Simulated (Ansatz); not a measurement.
`BC1(C)CO1`, one more setting.

```yaml
crystal:
  periodic: [false, false, false]
  atoms:
    - {symbol: B, position_ang: [-0.883904, 1.311937, -0.155057]}
    - {symbol: C, position_ang: [0.130769, 0.161187, -0.135965]}
    - {symbol: C, position_ang: [0.998052, -0.167604, 1.045642]}
    - {symbol: C, position_ang: [-0.401519, -0.980041, -0.945920]}
    - {symbol: O, position_ang: [0.685085, -0.241635, -1.405448]}
    - {symbol: H, position_ang: [-1.339358, 1.724176, 0.872151]}
    - {symbol: H, position_ang: [-1.272354, 1.733592, -1.202647]}
    - {symbol: H, position_ang: [1.771749, 0.592923, 1.175232]}
    - {symbol: H, position_ang: [1.492412, -1.132298, 0.913301]}
    - {symbol: H, position_ang: [0.402875, -0.196454, 1.961128]}
    - {symbol: H, position_ang: [-0.188503, -1.977169, -0.563737]}
    - {symbol: H, position_ang: [-1.318404, -0.883912, -1.524576]}
basis:
  gaussian: {orbitals: def2-TZVPD, point_charges: [{charge: -1.00, position_ang: [5.095, 0.241, -0.758]}]}
total_charge: 1
magnetization: {spin_polarized: true, initial_magnetization: 1}
hamiltonian: {xc: {name: rPW86-PBE}, dispersion: d4}
```

```sh
$ ansatz run in.yaml --threads 4 --pin off --events-out ev --progress --plain --max-ram 10444MiB
```

It prints (some lines left out):

```
Functional definition: rPW86-PBE
1228 factors; their error is unknown
mean field evaluation 1: about -5930.5185 eV, gradient 7.0e1 eV
mean field evaluation 2: about -5746.7970 eV, gradient 1.8e2 eV
mean field evaluation 4: about -5944.6086 eV, gradient 5.1e1 eV
mean field evaluation 8: about -5954.9333 eV, gradient 1.2e0 eV
mean field evaluation 16: about -5954.8883 eV, gradient 4.2e-2 eV
mean field -5954.88827946 eV, -218.8381079018 hartree, gradient 1.9e-5 eV, S^2 0.751885; 5 other end points of the search recorded, 0 dependent functions left out
reference -5954.88840560 eV, -218.8381125374 hartree; 19, 18 occupied and 232, 233 virtual orbitals, 1228 factors
Total energy: -5955.09272956 eV, -218.8456213044 hartree
```

It took 15 s on 4 threads of an Arm Neoverse V2 on a shared host, with 0.61 GiB of host memory at the peak.
